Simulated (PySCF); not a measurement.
Gas-phase equilibrium of 1 mol SnCl4, 9.1 mol H2 at 600 K and 0.100 bar, among 14 species (SnCl4, HCl, SnH2, SnHCl3, SnCl3, H, H2, SnH4, SnCl2, SnH2Cl2, Cl, Cl2, SnH3Cl, SnHCl). Only gases are allowed; each row takes one source of thermochemistry for all species, and Cantera finds the minimum.

Computed with PySCF and rigid-rotor harmonic-oscillator thermochemistry at 1 bar. † marks an energy on the PBE0/def2-TZVP geometry and frequencies. MP2 freezes the core. The species in the table below are closed-shell singlets. B3LYP is the form with VWN-RPA correlation. Sn: scalar-relativistic def2 core potential, no spin-orbit coupling. SnHCl3: computed as isolated molecules; such fragments, hydroxides, amides, oligomers or adducts are transient or little studied in the gas. MP2 isn't extrapolated to the basis-set limit. The harmonic model lacks anharmonicity and excited electronic states, which grow with temperature; levels with a mode under 35 cm⁻¹ are left out. Soft modes under 120 cm⁻¹ make the harmonic entropy rough for SnCl4, SnHCl3, SnCl2.

Molecules larger than those listed are left out.

With B3LYP/def2-TZVP† thermochemistry: H2 0.73, HCl 0.18, SnCl2 0.090, SnCl4 7.2e-8, SnHCl3 2.5e-10.

**Question.** How far does the composition move with the other sources (BLYP/def2-TZVP†, M06-2X/def2-TZVP†, MP2/def2-TZVPP†, PBE0/def2-QZVP†, LDA/def2-TZVP†)?

**Answer.** 
```tsv
thermochemistry	x H2	x HCl	x SnCl2	x SnCl4	x SnHCl3
B3LYP/def2-TZVP†	0.73	0.18	0.090	7.2e-8	2.5e-10
BLYP/def2-TZVP†	0.73	0.18	0.090	2.3e-9	4.8e-12
M06-2X/def2-TZVP†	0.77	0.14	0.071	0.021	1.9e-6
MP2/def2-TZVPP†	0.73	0.18	0.090	0.00020	1.1e-7
PBE0/def2-QZVP†	0.73	0.18	0.090	6.1e-6	3.9e-8
LDA/def2-TZVP†	0.73	0.18	0.090	9.1e-5	6.5e-7
```
The most sensitive of these is SnCl4: it spans a factor of 10^7.0 over these rows; at this temperature one factor of ten is RT ln 10 = 11 kJ/mol.
